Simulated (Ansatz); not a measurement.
The pair A = C2H6 (SMILES CC) (first 8 atoms), B = CH3Br (SMILES CBr); geometry from B3LYP-D3(BJ)/def2-TZVP.
(charge 0, multiplicity 1):
```xyz
13

C      0.7162    -0.4709     0.1097
C     -0.5395     0.3000     0.5056
H      0.5301    -1.1220    -0.7468
H      1.0769    -1.0946     0.9295
H      1.5270     0.2085    -0.1584
H     -0.8938     0.9289    -0.3134
H     -0.3480     0.9502     1.3611
H     -1.3557    -0.3761     0.7715
C      0.2660    -1.0473     3.9477
Br     1.5354     0.4417     3.9264
H     -0.4687    -0.8615     3.1727
H     -0.1937    -1.0722     4.9294
H      0.8230    -1.9566     3.7519
```

Correlated levels freeze the cores. Filled d and f shells under p-block atoms count as core. MP2 and its Hartree–Fock in aug-cc-pVTZ are density fitted.

Programs: Ansatz (Gaussian basis) for Hartree–Fock, density functionals and correlated methods. Each number belongs to the level named beside it.

The counterpoise-corrected interaction energy is E(AB) − E(A in the pair's basis) − E(B in the pair's basis). Total energies (hartree):

```csv
level,AB,A in the pair's basis,B in the pair's basis
HF/aug-cc-pVDZ,-2691.2418032,-79.2374475,-2612.0061586
MP2/aug-cc-pVDZ,-2691.8405078,-79.5514587,-2612.2869236
HF/aug-cc-pVTZ,-2691.3513301,-79.2602425,-2612.0929051
MP2/aug-cc-pVTZ,-2692.0838901,-79.6354495,-2612.4458334
CCSD(T)/aug-cc-pVDZ,-2691.9247943,-79.5978458,-2612.3250071
```

Question: Work out the counterpoise-corrected interaction energy at the basis-set limit: extrapolate the MP2 correlation part as X⁻³, take Hartree–Fock from the larger set, and add the CCSD(T) − MP2 difference of aug-cc-pVDZ.

Answer: 
1. Differences (1 hartree = 627.509 kcal/mol): HF/aug-cc-pVDZ 1.131; MP2/aug-cc-pVDZ -1.334; HF/aug-cc-pVTZ 1.140; MP2/aug-cc-pVTZ -1.636; CCSD(T)/aug-cc-pVDZ -1.218.
2. Correlation parts, MP2 less HF: -2.465 in aug-cc-pVDZ (X = 2), -2.777 in aug-cc-pVTZ (X = 3).
3. Limit (3³·(-2.777) − 2³·(-2.465))/(3³ − 2³) = -2.908; with HF/aug-cc-pVTZ it gives -1.767.
4. CCSD(T) less MP2 in aug-cc-pVDZ: 0.116.
Result: -1.65 kcal/mol, against -1.33 at MP2/aug-cc-pVDZ. It is an estimate of this method's limit, not of the exact value.

Ansatz is an electronic-structure program.
